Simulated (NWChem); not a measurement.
Species: CH$_{4}$N$_{2}$OZn; SMILES C1[NH][Zn]([OH])<-[NH]=1

```xyz
9

Zn    -0.0100    -0.5151     0.0000
O     -0.0928    -2.3193     0.0000
H      0.8095    -2.6888     0.0000
C     -0.0148     1.9189     0.0000
N     -1.1242     1.1883     0.0000
N      1.1104     1.2138     0.0000
H     -0.0285     3.0321     0.0000
H     -2.0257     1.6663     0.0000
H      1.9975     1.7191     0.0000
```
Atoms are numbered in this order, from 1.

Results from NWChem. Pople sets run with spherical d functions. All runs use the structure optimised with PBE-D3(BJ)/def2-SVP. Not confirmed as a minimum by frequencies. Vzz is the largest principal value of the second derivative of the potential at the nucleus (NWChem prints the opposite sign); η is the asymmetry. Non-relativistic.

### Question
What does the run give for CAM-B3LYP/6-31G*? Quantities: Vzz Zn1 (a.u.); η Zn1; Vzz O2 (a.u.); η O2; Vzz N6 (a.u.); η N6.

### Answer
| Item | Result |
|---|---|
| Vzz Zn1 (a.u.) | 0.900 |
| η Zn1 | 0.97 |
| Vzz O2 (a.u.) | 1.319 |
| η O2 | 0.75 |
| Vzz N6 (a.u.) | 0.530 |
| η N6 | 0.60 |
